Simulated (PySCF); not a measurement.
## Computed properties of PbI₂, SMILES [I][Pb][I]

PbI₂, SMILES [I][Pb][I] (connectivity only; charge and spin as stated), neutral, multiplicity 1. The structure is a stationary point at B3LYP-D3(BJ)/def2-SVP. The isomer is the one that the SMILES or the coordinates give; other isomers of the formula were not compared. The def2 effective core potentials stand for the cores of I, Pb; spin–orbit coupling is left out. One conformer was computed; it need not be the lowest. All values are computed for the isolated molecule unless a solvent is named; none is compared with measurement here.

**Structure.** The optimised structure has C2v symmetry. All 3 harmonic modes at B3LYP-D3(BJ)/def2-SVP (PySCF) are real, so it is a minimum. With heavy atoms numbered as in [Pb:1]([I:2])[I:3], the shortest bond between them is Pb1–I3 at 2.856 Å and the longest Pb1–I2 at 2.856 Å.

**Vibrations.** The strongest infrared lines (harmonic, unscaled, degenerate partners summed) lie at 159 cm⁻¹ (34 km/mol, I 58 %, Pb 42 %), 162 cm⁻¹ (9 km/mol, I 65 %, Pb 35 %). The softest mode is at 47 cm⁻¹ and the zero-point energy is 0.5 kcal/mol.

**Electronic structure.** CAM-B3LYP/def2-TZVPD (PySCF) places the frontier levels at -8.42 and -2.59 eV, a gap of 5.83 eV, and gives a dipole moment of 4.09 D and a mean polarisability of 126.8 bohr³. PBE/def2-TZVPD (PySCF) at the same geometry gives -6.20 and -3.96 eV, so its gap is 3.59 eV narrower. An orbital gap is neither the optical nor the fundamental gap.

**Excitations.** TDA-ωB97X/def2-SVPD (PySCF) has S1 at 3.05 eV (407 nm, f = 0.003, weak); the most intense of the 10 singlets computed lies at 4.77 eV (f = 0.07). T1 (TDA) is at 2.67 eV, 0.38 eV under S1. TDA-PBE/def2-SVPD (PySCF) puts S1 at 2.26 eV.
